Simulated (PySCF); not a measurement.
A calculated (UHF, PySCF 2.14, aug-cc-pV(T+d)Z, no relativity, point nucleus) atom or ion has these occupied shells.

```tsv
shell	electrons	orbital energy (eV)	rms radius, mean of both spins (bohr)
1s α	1	-2532.0	0.113
1s β	1	-2531.7	0.113
2s β	1	-272.35	0.518
2s α	1	-272.08	0.518
2p α	3	-209.98	0.490
2p β	3	-208.74	0.490
3s β	1	-42.850	1.70
3p α	3	-33.477	1.92
```

(1) Name the element and its charge.

## Answers

(1) S²⁺ (sulfur, charge +2), in [Ne] 3s1 3p3, 3s spin antiparallel (an excited configuration).
